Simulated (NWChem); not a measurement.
MnHSF, sextet; SMILES [F][Mn][SH]

```xyz
4

Mn    -0.1748    -0.4596     0.0000
F     -0.2727    -2.2392     0.0000
S     -0.0618     1.8159     0.0000
H     -1.4082     1.9584     0.0000
```
Atoms are numbered in this order, from 1.

All runs: NWChem. Pople sets run with spherical d functions. Spin-unrestricted. In the optimisation the excess spin sits in a' and a" (Cs, its own frame). All runs use the structure optimised with PBE0/def2-SVP, spin-unrestricted. This spin state was assumed; another may lie lower. No stability test was run on the SCF state. Vzz is the largest principal value of the second derivative of the potential at the nucleus (NWChem prints the opposite sign); η is the asymmetry. Non-relativistic.

```tsv
level	Vzz Mn1 (a.u.)	η Mn1	Vzz S3 (a.u.)	η S3
UHF/6-31G*	?	0.11	?	0.46
UHF/def2-TZVP	-2.490	0.11	2.106	0.48
PBE/def2-SVP	-1.564	0.27	1.739	0.61
PBE/def2-TZVP	-2.035	0.22	1.781	0.51
```

### Question
Complete the blanks.

### Answer

- UHF/6-31G*, Vzz Mn1 (a.u.): -1.964
- UHF/6-31G*, Vzz S3 (a.u.): 1.899
